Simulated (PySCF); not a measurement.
CH₂N, SMILES C=[N], multiplicity 2. Atoms are numbered in the order given.

```xyz
4

C      0.0000     0.0000     0.5009
N      0.0000     0.0000    -0.7366
H      0.0000    -0.9360     1.0754
H      0.0000     0.9360     1.0754
```
Charge 0, spin multiplicity 2.

Coordinates come from a B3LYP-D3(BJ)/def2-TZVPD optimisation. The isomer is the one that the SMILES or the coordinates give; other isomers of the formula were not compared.

The numbers are results of PBE/def2-TZVPD (PySCF), not measurements.

Isolated molecule, no solvent.

```yaml
total_energy: -93.90013 hartree
point_group: C2v
"α spin, highest occupied and lowest empty level": -6.13 and -1.77 eV
"β spin, highest occupied and lowest empty level": -8.53 and -3.88 eV
dipole_moment: 2.47 D
quadrupole, principal values (traceless, Buckingham form, about the centre of nuclear charge): -1.03, -0.77, 1.80 D·Å
mean_static_polarisability: 20.9 bohr³ (3.09 Å³)
polarisability_principal_values: 16.0, 19.8, 26.8 bohr³
"⟨S²⟩": 0.757 (pure state 0.75)
```
